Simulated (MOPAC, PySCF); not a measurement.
Dissociation curve of SMILES [OH2+][AlH3-], singlet. The Al1–O5 bond (Al1 also carries H, H, H; O5 carries H, H) is stretched with both fragments frozen at the PBE0/def2-TZVP optimised geometry.

Levels: PM3, restricted, heats of formation (MOPAC); RHF/3-21G = PySCF 2.14.0 with restricted Hartree-Fock/3-21G; PM7, restricted, heats of formation (MOPAC); UKS-M06-2X/6-31G* = unrestricted M06-2X/6-31G*, spherical d (PySCF 2.14.0).

Energies are in eV, each relative to the lowest point of its own curve near equilibrium.

| R / Å | PM3 | RHF/3-21G | PM7 | UKS-M06-2X/6-31G* |
|---|---|---|---|---|
| 1.63 | 1.087 | 1.194 | 1.738 | 1.185 |
| 1.73 | 0.386 | 0.516 | 0.817 | 0.546 |
| 1.82 | 0.084 | 0.190 | 0.340 | 0.225 |
| 1.92 | 0.000 | 0.029 | 0.078 | 0.052 |
| 1.98 | 0.027 | 0.000 | 0.014 | 0.010 |
| 2.03 | 0.072 | 0.003 | 0.000 | 0.000 |
| 2.11 | 0.160 | 0.044 | 0.029 | 0.019 |
| 2.17 | 0.222 | 0.095 | 0.080 | 0.052 |
| 2.25 | 0.296 | 0.177 | 0.169 | 0.112 |
| 2.34 | 0.373 | 0.281 | 0.284 | 0.193 |
| 2.50 | 0.580 | 0.469 | 0.486 | 0.346 |
| 2.73 | 1.135 | 0.708 | 0.714 | 0.551 |
| 3.02 | 1.756 | 0.943 | 0.883 | 0.762 |
| 3.36 | 1.904 | 1.146 | 0.982 | 0.944 |
| 3.69 | 1.862 | 1.296 | 1.042 | 1.060 |
| 4.02 | 1.819 | 1.411 | 1.086 | 1.135 |
| 4.52 | 1.779 | 1.527 | — | 1.209 |
| 4.99 | 1.761 | 1.584 | — | 1.252 |
| 5.46 | 1.755 | 1.612 | — | 1.277 |
| 6.05 | 1.754 | 1.629 | — | 1.293 |
| 7.17 | 1.757 | 1.644 | — | 1.305 |

At the longest distance, 7.17 Å, PM3 lies highest above its minimum (1.757 eV) and UKS-M06-2X/6-31G* lowest (1.305 eV).

The PM3 curve passes through a maximum at 3.36 Å and then falls by 0.148 eV up to the last usable point.

Dashes: no converged value, or the column stops at the first point that the program doubted or that broke a chosen test of continuity, which isn't proof of a fault.
